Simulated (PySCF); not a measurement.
Compound: C6H6S2 (charge -1 and doublet state).
Atom-mapped SMILES: `[CH3:1][C:2]#[C:3][C@H:4]1[CH2:5][C:6]([S-:7])[S:8]1` (hydrogens: H9, H10, H11 on C1; H12 on C4; H13, H14 on C5)

Geometry (GFN2-xTB, Å), atoms numbered from 1 in this order:
```xyz
14
C6H6S2 angstrom
C      3.0735    0.0944    0.2953
C      1.6882   -0.0723   -0.1009
C      0.5446   -0.2409   -0.4272
C     -0.8386   -0.3614   -0.7759
C     -1.8226   -0.4146    0.3936
C     -2.7998    0.5701   -0.1962
S     -3.9437    1.4395    0.6520
S     -1.6072    1.2009   -1.4645
H      3.5383    0.8878   -0.2923
H      3.1305    0.3621    1.3517
H      3.6293   -0.8320    0.1366
H     -0.9898   -1.1634   -1.5053
H     -2.2568   -1.4039    0.5892
H     -1.3466   -0.0669    1.3216
```

Method: PySCF 2.14.0, UKS B3LYP, pcH-1 on C H S, non-relativistic, mean-field spin-orbit, GIAO. Whether the extra electron is bound in the gas phase wasn't checked; a finite basis holds it in any case. The geometry wasn't refined by DFT: couplings that depend on bond lengths, twists or pyramidal angles can differ widely from those at the functional's own minimum, by a factor of two or more for some ions and for spin on atoms past the first row. No stability test was run, so a lower SCF solution isn't excluded.

Principal values of hyperfine tensors in MHz (contact, dipolar and spin–orbit terms together), for some of the nuclei:

| atom | isotope | A1 | A2 | A3 |
| --- | --- | --- | --- | --- |
| C6 | 13C | 157.91 | 159.93 | 323.69 |
| H14 | 1H | 63.11 | 64.03 | 72.77 |
| H13 | 1H | 36.69 | 38.62 | 49.62 |
| C4 | 13C | 5.60 | 6.24 | 8.72 |
| S8 | 33S | -7.39 | -2.50 | 28.17 |
| C5 | 13C | 0.68 | 2.46 | 7.65 |
| H12 | 1H | -4.27 | -3.85 | 2.87 |
| C3 | 13C | -1.94 | -1.50 | -0.95 |

Problem. Split each tensor into its isotropic and traceless parts, and turn a_iso into mT with g = 2.0080.

Solution. a_iso = (A1 + A2 + A3)/3, Ti = Ai − a_iso; 1 mT corresponds to 28.105 MHz. The tensors hold a spin–orbit part: the run splits a_iso into a_FC + a_SO, and T includes its anisotropic share.

```json
{"atom": "C6", "a_iso (MHz)": "213.84", "a_FC": "213.47", "a_SO": "0.37", "a_iso (mT)": "7.609", "T1": "-55.93", "T2": "-53.91", "T3": "109.84"}
{"atom": "H14", "a_iso (MHz)": "66.64", "a_FC": "66.63", "a_SO": "0.01", "a_iso (mT)": "2.371", "T1": "-3.52", "T2": "-2.61", "T3": "6.13"}
{"atom": "H13", "a_iso (MHz)": "41.64", "a_FC": "41.64", "a_SO": "0.00", "a_iso (mT)": "1.482", "T1": "-4.95", "T2": "-3.02", "T3": "7.97"}
{"atom": "C4", "a_iso (MHz)": "6.85", "a_FC": "6.84", "a_SO": "0.02", "a_iso (mT)": "0.244", "T1": "-1.25", "T2": "-0.61", "T3": "1.86"}
{"atom": "S8", "a_iso (MHz)": "6.09", "a_FC": "6.25", "a_SO": "-0.15", "a_iso (mT)": "0.217", "T1": "-13.48", "T2": "-8.59", "T3": "22.08"}
{"atom": "C5", "a_iso (MHz)": "3.60", "a_FC": "3.59", "a_SO": "0.00", "a_iso (mT)": "0.128", "T1": "-2.92", "T2": "-1.14", "T3": "4.06"}
{"atom": "H12", "a_iso (MHz)": "-1.75", "a_FC": "-1.76", "a_SO": "0.01", "a_iso (mT)": "-0.062", "T1": "-2.52", "T2": "-2.09", "T3": "4.62"}
{"atom": "C3", "a_iso (MHz)": "-1.46", "a_FC": "-1.46", "a_SO": "0.00", "a_iso (mT)": "-0.052", "T1": "-0.48", "T2": "-0.04", "T3": "0.52"}
```

Problem. What spin density at the nucleus of H13 lies behind its contact coupling (g_N = 5.58569)?

Solution. a_FC = 800.24 MHz bohr³ × g_N × ρ(0)/(2S). With a_FC = 41.64 MHz and 2S = 1, ρ(0) = 0.009315 bohr⁻³. In magnitude that is 2.9 % of the 1/π = 0.318 of a free hydrogen atom.

Problem. S7 (33S, g_N = 0.42921) isn't in the table. Its spin density at the nucleus is 0.01437 bohr⁻³. What is its contact coupling?

Solution. By the same relation, a_FC = 4.94 MHz. The spin–orbit term adds +0.26 MHz. Its full tensor has the principal values -22.32, -19.46, 57.38 MHz.

Problem. Which nucleus of the table has the largest anisotropic coupling, and what is its form?

Solution. C6: -55.9, -53.9, 109.8 MHz (the dipolar term alone has -55.3, -54.9, 110.2), axial, in the ratio −1:−1:+2, the form that spin in one p orbital centred on that nucleus gives.

Problem. What first-order splitting does C6 cause when the field lies along A1, A2 or A3 of its tensor (g taken as isotropic, no quadrupole term)?

Solution. 2 lines (I = 1/2), spaced by |A_i|/(g × 13.996): 5.62, 5.69, 11.52 mT along the axes of A1, A2 and A3.

One conformer stands for the species.
